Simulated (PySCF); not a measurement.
How the method changes the constants of CsC

State: ⁴Σ⁻ (quartet), unpaired electrons σ ↑, π ↑↑. Set-up: basis Cs def2-SVPD with ECP46, C def2-SVPD; scalar-relativistic core potentials; PySCF 2.14. De refers to Cs + C in their high-spin ground configurations, without counterpoise correction. The functionals are run spin-unrestricted. A positive dipole means Cs(−)C(+).

| Level | Re (Å) | ωe (cm⁻¹) | De (eV) | μ (D) | CPU s a point (SCF and correlation, without the integrals) |
| --- | --- | --- | --- | --- | --- |
| UHF | 2.904 | 306 | 1.50 | -10.82 | 0.11 |
| UHF-MP2 | 2.869 | 313 | 2.03 | n/a | 0.18 |
| UHF-SCS-MP2 | 2.873 | 312 | 1.82 | n/a | n/a |
| UHF-CCSD | 2.874 | 311 | 1.89 | n/a | n/a |
| UHF-CCSD(T) | 2.874 | 310 | 1.93 | n/a | 5.4 |
| PBE | 2.837 | 295 | 2.35 | -8.23 | 0.47 |
| r²SCAN | 2.842 | 305 | 2.38 | -9.17 | 0.71 |
| TPSSh | 2.837 | 306 | 2.34 | -9.03 | 0.8 |
| B3LYP | 2.849 | 300 | 2.02 | -9.03 | 0.56 |
| PBE0 | 2.822 | 311 | 2.24 | -9.19 | 0.69 |
| LC-ωPBE | 2.830 | 319 | 2.36 | -10.09 | 0.53 |
| B2PLYP | 2.851 | 308 | 1.96 | -9.95 | 0.45 |

The bond length runs from 2.822 Å (PBE0) to 2.904 Å (UHF). De spans 1.50 eV (UHF, mean field) to 2.38 eV (r²SCAN, meta-GGA). Correlation at CCSD(T) changes the Hartree–Fock bond energy by +0.43 eV; the triples alone change it by +0.04 eV.

Correlated steps freeze 1 core orbital. Correlated levels converge slowly with the basis: in double zeta they bind strong bonds too weakly, by up to about 1 eV, and carry superposition errors of some tenths. Spin–orbit coupling is left out, which matters for elements this heavy, above all for dissociation energies. B2PLYP dipoles, levels and charges come from its SCF part alone. The state is the lowest determinant that a PBE0 search found; another state may lie lower at other levels.

The whole job (state search and all levels along the bond) took about 2 min on 1 thread of Arm Neoverse V1 (shared host), peak memory 0.58 GiB.
